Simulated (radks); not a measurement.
The numbers below are computed, except where a source is named.
Species: Bi36+. Configuration: [Kr] 4d10 4f1.

Level of theory: scalar-relativistic Kohn-Sham, PBE, spin-unpolarised, spherical densities, point nucleus (a radial shooting solver on a logarithmic mesh with Libxc functionals).

Energy parts (eV):
total: -566262.84
kinetic: 645224.45
electron-nucleus: -1345594.40
Hartree: 143245.95
exchange-correlation: -9138.84

Orbitals (lengths in bohr, moments of r in powers of bohr; r(90%) holds 90 % of the orbital's charge):
orbital,occ.,eigenvalue (eV),<1/r>,r(90%),<r^4>
1s,2,-92124.70,103.4,0.0290,3.322e-07
2s,2,-17735.68,24.28,0.103,0.00004776
2p,6,-15375.14,21.22,0.0989,0.00004003
3s,2,-5368.699,9.040,0.250,0.001667
3p,6,-4692.980,8.158,0.258,0.001856
3d,10,-4021.611,7.640,0.242,0.001408
4s,2,-2206.805,4.162,0.505,0.02843
4p,6,-1967.997,3.803,0.533,0.03494
4d,10,-1706.983,3.527,0.548,0.03836
4f,1,-1443.296,3.276,0.529,0.03219

The highest occupied level is 4f at -1443.3 eV. Summed over all electrons, <r^2> = 3.578 bohr^2, which gives a Langevin (diamagnetic) susceptibility term of -2.83 x 10^-6 cm^3/mol.
